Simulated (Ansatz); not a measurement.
Start from `OC=C(F)F` and change one atom or group to get `FC(F)=[CH][GeH3]`.

Ansatz, PBE0-D4/def2-TZVP geometries, multiplicity 1. Each molecule was computed in one conformer, which needn't be the lowest.

Scalar relativity is left out up to krypton.

```
                                        property  `OC=C(F)F`
           HOMO energy (ωB97M-V/def2-TZVPP) / eV       -9.10
size of the dipole moment (B3LYP/def2-TZVPP) / D        2.57
               HOMO energy (PBE/def2-TZVPP) / eV       -5.45
              LUMO energy (PBE0/def2-TZVPP) / eV        0.64
           HOMO–LUMO gap (B3LYP/def2-TZVPP) / eV        6.86
            HOMO–LUMO gap (PBE0/def2-TZVPP) / eV        7.47
```

Q: Give the same properties after the change, and the shifts. (An estimate is asked.)

A: Computed: 
```
                                        property  `FC(F)=[CH][GeH3]`  shift
           HOMO energy (ωB97M-V/def2-TZVPP) / eV               -9.96  -0.86
size of the dipole moment (B3LYP/def2-TZVPP) / D                0.99  -1.58
               HOMO energy (PBE/def2-TZVPP) / eV               -6.46  -1.01
              LUMO energy (PBE0/def2-TZVPP) / eV               -0.08  -0.72
           HOMO–LUMO gap (B3LYP/def2-TZVPP) / eV                7.18   0.32
            HOMO–LUMO gap (PBE0/def2-TZVPP) / eV                7.65   0.18
```

With PBE0 the HOMO falls by 0.90 eV and the LUMO falls by 0.72 eV, so the gap widens by about 0.18 eV. PBE moves the HOMO by -1.01 eV and ωB97M-V by -0.86 eV. Dipoles are sizes alone; their direction can turn.

B3LYP here is the variant with VWN-RPA as its local correlation; programs differ in this.
